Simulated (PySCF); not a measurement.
Work out the structure from these simulated measurements.

Elements present: C, H, N and O. Monoisotopic mass: 97.0528 u.

| Property | Result |
| --- | --- |
| Rotational structure | rotational constants A, B, C: 7.627, 1.122, 0.990 GHz [GFN2-xTB] |
| Triplet | lowest triplet excitation (Tamm–Dancoff): 4.65 eV [TDA wB97X-D/def2-SVPD] |
| NMR, other nuclei | isotropic shieldings of nuclei other than C and H, by class: 146 (1 N), -98 (1 O) ppm [GIAO PBE0/pcSseg-1] |
| UV, first state | lowest singlet excitation: 5.04 eV (246 nm, f = 0.000) [TDDFT wB97X-D/def2-SVPD] |
| 13C NMR | chemical shifts (computed TMS as zero) by class: 154.3 (1 C), 95.8 (1 C), 80.8 (1 C), 16.6 (1 C), 15.2 (1 C) ppm [GIAO PBE0/pcSseg-1] |
| 1H NMR | chemical shifts (computed TMS as zero) by class: 5.04 (1 H), 4.49 (1 H), 2.47 (2 H), 1.21 (3 H) ppm [GIAO PBE0/pcSseg-1] |
| UV, strongest line | among the 8 lowest singlet transitions: S4 at 6.83 eV (182 nm, f = 0.116) [TDDFT wB97X-D/def2-SVPD] |
| Dipole | 4.57 D [wB97X-D/def2-SVPD] |

Electronic properties: PySCF, gas phase, density fitting. Levels stand in brackets. NMR shifts are as computed; neighbouring signals can stand in another order in a measured spectrum. One conformer (not necessarily the lowest) at the GFN2-xTB geometry, without solvent, vibrations or thermal averaging. NMR values are class means; diastereotopic atoms form classes of their own.

Question: Which formula fits the mass and the elements?

Answer: C5H7NO (calculated 97.0528). No other formula that holds each of these elements comes within 0.0003 u with a fitting electron parity and a possible valence count.

Question: What is the compound? Reason from the data.

Answer: Numbering: `[CH3:1][CH2:2][C:3]#[C:4][C:5]([NH2:6])=[O:7]`. Its formula, C5H7NO, gives 3 degrees of unsaturation: 0 rings and 3 π bonds in the structure found. 5 carbons fall into 5 classes; from least to most shielded: amide carbonyl carbon [C5] (154.3 ppm), alkyne carbon [C3] (95.8 ppm), alkyne carbon [C4] (80.8 ppm), methyl carbon [C1] (16.6 ppm), propargylic carbon [C2] (15.2 ppm). Hydrogen classes from least to most shielded: 1 H on an amide nitrogen, N6 (5.04 ppm), 1 H on an amide nitrogen, N6 (4.49 ppm), 2 H on a propargylic carbon, C2 (2.47 ppm), 3 H on a methyl carbon, C1 (1.21 ppm). The other shieldings belong to: 146 ppm, amide nitrogen [N6]; -98 ppm, amide oxygen [O7]. The optimised geometry has point group Cs and is an asymmetric top. Structure: `CCC#CC(N)=O`. Computed isomers that give other values at the same levels: `C[C@@H]1CO[C@@H]1C#N` (13C chemical shifts (computed TMS as zero) by class: 121.6 (1 C), 79.7 (1 C), 72.4 (1 C), 34.8 (1 C), 18.9 (1 C) ppm); `C/N=C/CC=C=O` (rotational constant A: 9.961 GHz; this holds for the one conformer computed); `CC(=O)NC1=CC1` (13C chemical shifts (computed TMS as zero) by class: 168.5 (1 C), 118.6 (1 C), 84.2 (1 C), 25.0 (1 C), 9.9 (1 C) ppm). The assignments are read from this structure; whether some other isomer fits the data as well wasn't checked.

Shape of the structure used: `[CH3:1][CH2:2][C:3]#[C:4][C:5]([NH2:6])=[O:7]`: H–N6–C5–C4 180°, H–N6–C5–C4 0°.
